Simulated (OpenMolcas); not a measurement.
An OpenMolcas run meant for Dy4+ (ANO-R3, X2C; inactive shells 1s 2s 2p 3s 3p 3d 4s 4p 4d 5s 5p; intended active space 8 electrons in 7 orbitals (4f)). One step of its input:

```
&RASSCF
FileOrb=start.orb
Symmetry=1
Spin=7
nActEl=8 0 0
Inactive=15 12
Ras2=0 7
CIRoot=7 7 1
SDav=7
CIMx=300
Iter=5 100
PrWF=0.3
OrbListing=Nothing
MaxOrb=0
Atom
>>> COPY $Project.JobIph JOB001
```

Lines from the output:

```
...
      Natural orbitals and occupation numbers for root  1
      sym 2:   1.000000   2.000000   1.000000   1.000000   1.000000   1.000000   1.000000
      Natural orbitals and occupation numbers for root  2
      sym 2:   1.000000   1.000000   1.000000   2.000000   1.000000   1.000000   1.000000
      Natural orbitals and occupation numbers for root  3
      sym 2:   1.000000   2.000000   1.000000   1.000000   1.000000   1.000000   1.000000
::    RASSCF root number  1 Total energy: -12149.77789762
::    RASSCF root number  2 Total energy: -12149.77789762
::    RASSCF root number  3 Total energy: -12149.77789762
::    RASSCF root number  4 Total energy: -12149.77789762
::    RASSCF root number  5 Total energy: -12149.77789762
::    RASSCF root number  6 Total energy: -12149.77789762
::    RASSCF root number  7 Total energy: -12149.77789762
                  YZ= -3.2390E-02              ZZ=  2.7573E-01
--
  Molden files will not be produced
      Average orbitals are written to the RASORB file
--- Stop Module: rasscf at  /rc=_RC_NOT_CONVERGED_ ---
.#######################.
.# Convergence problem #.
.#######################.
```

Problem. What is wrong with the input?

Solution. The iteration limit is far too low, so the equations stop before they converge.
